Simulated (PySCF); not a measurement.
# How methods differ on the ionisation energy of C⁺

C⁺ [He] 2s2 2p1 (2P) → C²⁺ [He] 2s2 (1S), as a difference of total energies. Calculation: PySCF 2.14, in def2-SVP (3s2p1d, 14 functions); the non-relativistic Hamiltonian (point nucleus). Correlated levels: valence: 1s2 frozen. The calculations carry no spin-orbit coupling.

Q: Order these methods by the ionisation energy they give, lowest first.
A. MP2 (valence)
B. LDA
C. UHF
D. CCSD(T) (valence)

A: D (24.153 eV), C (24.309 eV), A (24.355 eV), B (24.891 eV).

Errors of the correlated levels include the incompleteness of this basis and the frozen core.

The coupled-cluster amplitudes are large for C²⁺ (T1 above 0.03 or a double amplitude above 0.15), so a single reference is strained.

For comparison: 24.378 eV (measured; NIST levels, between the centres of gravity of the two terms).
